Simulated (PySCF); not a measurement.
Stepwise substitution at one centre (Ga F-Cl). Gas-phase values, no solvent. Strings in code marks are SMILES.

Quantity: redistribution energy (mixed species minus the weighted end members), in kJ/mol.

Level 1: B3LYP/3-21G // PBE-D3(BJ)/def2-TZVP (PySCF)
Level 2: M06-2X/6-31G* // PBE-D3(BJ)/def2-TZVP (PySCF)
Level 3: PBE/6-31G* // PBE-D3(BJ)/def2-TZVP (PySCF)
Level 4: HF/6-31G* // PBE-D3(BJ)/def2-TZVP (PySCF)

```tsv
species	level 2	level 3	level 4
1 of 3 F replaced by Cl: `[F][Ga]([F])[Cl]`	-4.16	-4.95	-3.33
2 of 3 F replaced by Cl: `[Cl][Ga]([F])[Cl]`	-4.21	-4.90	-3.12
```

Task: What does level 1 give for each?

Result: 
- 1 of 3 F replaced by Cl: `[F][Ga]([F])[Cl]`: -15.28
- 2 of 3 F replaced by Cl: `[Cl][Ga]([F])[Cl]`: -15.43
